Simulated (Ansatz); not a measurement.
System: BeH2 (charge 0, singlet). SMILES: [BeH2]
Structure (B3LYP-D3(BJ)/def2-TZVP (Ansatz, an electronic-structure program) minimum search):
```
Be
H 1 1.3301
H 1 1.3301 2 180.00
```
Charge 0, spin multiplicity 1.

Wanted: atomisation energy, in kcal/mol. Conventions: spin-orbit terms left out; no dispersion term unless named; LANL2DZ all-electron up to Ne; 6-311+G** with 5d; non-relativistic; UHF or UKS for open shells; atomisation electronic, to ground-state atoms; six Cartesian d functions in 6-31G* and its kin unless marked 5d. Ab initio and DFT rows: single points at B3LYP-D3(BJ) geometries (Ansatz).

```json
[
 {"level": "B3LYP/STO-3G", "program": "Ansatz", "atomisation energy (kcal/mol)": "204.3"},
 {"level": "B3LYP/3-21G", "program": "Ansatz", "atomisation energy (kcal/mol)": "153.9"},
 {"level": "B3LYP/LANL2DZ", "program": "Ansatz", "atomisation energy (kcal/mol)": "154.5"},
 {"level": "B3LYP/6-31G", "program": "Ansatz", "atomisation energy (kcal/mol)": "153.4"},
 {"level": "B3LYP/6-31G*", "program": "Ansatz", "atomisation energy (kcal/mol)": "155.9"},
 {"level": "B3LYP/6-31+G*", "program": "Ansatz", "atomisation energy (kcal/mol)": "155.3"},
 {"level": "B3LYP/6-31G**", "program": "Ansatz", "atomisation energy (kcal/mol)": "156.4"},
 {"level": "B3LYP/def2-SVP", "program": "Ansatz", "atomisation energy (kcal/mol)": "154.8"},
 {"level": "B3LYP/cc-pVDZ", "program": "Ansatz", "atomisation energy (kcal/mol)": "152.3"},
 {"level": "B3LYP/6-311+G**", "program": "Ansatz", "atomisation energy (kcal/mol)": "155.1"},
 {"level": "B3LYP/def2-TZVPD", "program": "Ansatz", "atomisation energy (kcal/mol)": "154.0"}
]
```

No value to compare with is used here. The 10 habitual levels span 152.3 (B3LYP/cc-pVDZ) to 204.3 kcal/mol (B3LYP/STO-3G); B3LYP/def2-TZVPD gives 154.0.

The sets are all those run for this method; runs whose electronic state is in doubt are left out.
